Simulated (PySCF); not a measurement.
## Germanium: a sound run and one with changed settings

Sound run: Ge⁺ [Ar] 3d10 4s2 4p1, Ge²⁺ [Ar] 3d10 4s2. All numbers are calculated (PySCF 2.14, the spin-free X2C one-electron Hamiltonian (Gaussian nucleus), in cc-pVTZ-DK (6s5p3d1f, 43 functions)). In the sound run the correlated levels freeze [Ar] 3d10. The sound run starts from symmetry-adapted Hartree-Fock orbitals and uses a fine grid where one is needed.

Changed run: all electrons correlated in a basis built for the valence shell.

```csv
species,method,sound run (hartree),changed run (hartree),converged
Ge⁺,MP2,-2096.81663,-2096.94238,yes
Ge²⁺,MP2,-2096.24766,-2096.36859,yes
```

Ionisation energy of Ge⁺:

```tsv
method	sound run (eV)	changed run (eV)
UHF	15.246	15.246
MP2	15.483	15.614
SCS-MP2	15.470	15.558
```

A valence basis has no tight correlating functions, so it recovers only part of the core correlation, and not evenly between atom and ion.

For comparison, NIST gives 15.935 eV between the lowest levels.
